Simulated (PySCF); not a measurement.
PySCF job for Si(Cl)(OH)(SH)2 (ClH3OS2Si), SMILES O[Si](S)(S)Cl, PBE/pcSseg-1. Geometry: B3LYP-D3(BJ)/def2-SVP. This is a generated structure with no PubChem entry under its InChIKey; it may be hypothetical. Other conformers were not sampled.

```python
import numpy as np
from pyscf import gto, scf, dft
from pyscf.prop.nmr import rks as nmr

mol = gto.M(
    atom='''
    O    -0.23483397    0.20703583    1.89852631
    Si   -0.03358395    0.03054581    0.26497590
    S     0.17273911    1.84484863   -0.84418054
    S     1.72431672   -1.14575305    0.02282912
    Cl   -1.74948832   -0.83363174   -0.52270456
    H    -1.08322954    0.56531804    2.19183844
    H     1.32074334    2.19460367   -0.21539053
    H     1.49974115   -1.85763939    1.15327927
    ''',
    basis='pcSseg-1',
    charge=0,
    spin=0,
    max_memory=1600,
    verbose=3,
)
mf = dft.RKS(mol, xc='pbe')
mf.grids.level = 3
mf.conv_tol = 1e-10
mf.max_cycle = 100
mf.kernel()
n = nmr.NMR(mf)
n.verbose = 2
n.max_cycle_cphf = 60
sigma = n.kernel()
print('atom   isotropic/ppm   span/ppm')
for i, s in enumerate(sigma):
    w = np.linalg.eigvalsh((s + s.T) / 2)
    print(f'{mol.atom_symbol(i):2s}{i + 1:3d} {w.mean():14.3f} {w[2] - w[0]:11.3f}')
```

Output:

```
converged SCF energy = -1622.44975786644
atom   isotropic/ppm   span/ppm
O   1        209.486      59.626
Si  2        309.233      79.573
S   3        600.676     256.076
S   4        622.050     309.631
Cl  5        770.766     326.712
H   6         28.764      18.352
H   7         29.686      17.267
H   8         29.326      17.698
```

Self-consistency was reached.

Cost: around 24 core-seconds (rough).
